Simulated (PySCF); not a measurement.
CrN (quartet state).
SMILES: `[N][Cr]`

Method: PBE0-D3(BJ)/def2-SVP geometry optimisation, gas phase in PySCF 2.14.0.

Take the most abundant isotopes and a rigid rotor. 

Question: What are the moment of inertia and the rotational constant?

Answer: I = 26.320 u·Å², B = 505379 MHz·u·Å²/I = 19201 MHz (0.6405 cm⁻¹, or 0.922 K as hB/k). For two atoms I = μr² with μ = 11.0295 u and r = 1.5448 Å.

Question: List the first levels of a rigid rotor in a Σ state.

Answer: E(J) = BJ(J+1): J = 1: 1.281, J = 2: 3.843, J = 3: 7.686, J = 4: 12.810, J = 5: 19.214, J = 6: 26.900 cm⁻¹. For this open shell read J as N, the rotation without spin; fine and hyperfine splittings come on top.

Question: Where do the first rotational lines fall?

Answer: The dipole is 2.93 D; J+1 ← J lies at 2B(J+1): 1 ← 0 at 38.40 GHz, 2 ← 1 at 76.80 GHz, 3 ← 2 at 115.21 GHz, 4 ← 3 at 153.61 GHz, 5 ← 4 at 192.01 GHz, 6 ← 5 at 230.41 GHz.

Question: Estimate the classical rotational partition function at 25 K, 100 K and 298.15 K.

Answer: Point group C∞v, symmetry number σ = 1; q = kT/(σhB), k/h = 20836.6 MHz/K: 27.1 at 25 K, 109 at 100 K, 324 at 298.15 K.

PBE0-D3(BJ)/def2-SVP frequencies: not computed here. ⟨S²⟩ = 4.254 (exact for a quartet: 3.75). These are rigid-rotor constants of the computed structure; measured ground-state constants (B0) also hold zero-point vibration.
